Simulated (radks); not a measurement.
Spherical quantum dot in the effective-mass picture: electrons in a parabolic well V = omega^2 r^2 / 2 with omega = 0.156, with a point charge +1 (a donor) at the centre, all in effective atomic units (hartree* = m*/eps^2 hartree, bohr* = eps/m* bohr), one dielectric constant everywhere. Method: non-relativistic Kohn-Sham, LDA (Slater exchange, Perdew-Wang correlation), spin-polarised, spherical densities; computed with a radial shooting solver with Libxc functionals. Levels are named by radial order and angular momentum (1s, 1p, 1d, 2s, ...), and open shells are averaged over m. Results are scaled to m* = 0.193 and eps = 7.8, for which hartree* = 86.32 meV and bohr* = 2.139 nm.

N = 20, configuration 1s2 1p6 1d10 2s2. This is the lowest configuration that the search found. Occupied levels:

level,occupation,eigenvalue (meV),<r> (nm)
1s,2,247.96,6.620
1p,6,254.91,14.47
2s,2,255.37,12.96
1d,10,259.22,15.87

Energy (meV): total 2897.88, kinetic 195.37, external 672.91, Hartree 2316.6, exchange-correlation -286.99.

Electron density:

r (nm),n(r) (e/nm^3)
0.602,0.02262
2.87,0.003515
5.14,0.0008637
7.41,0.0004821
9.68,0.0005609
11.9,0.0006932
14.2,0.0007053
16.5,0.0005453
18.8,0.0002998
21.0,0.0001105
23.3,0.00002647
25.6,4.069e-06
27.8,4.060e-07
30.1,2.577e-08
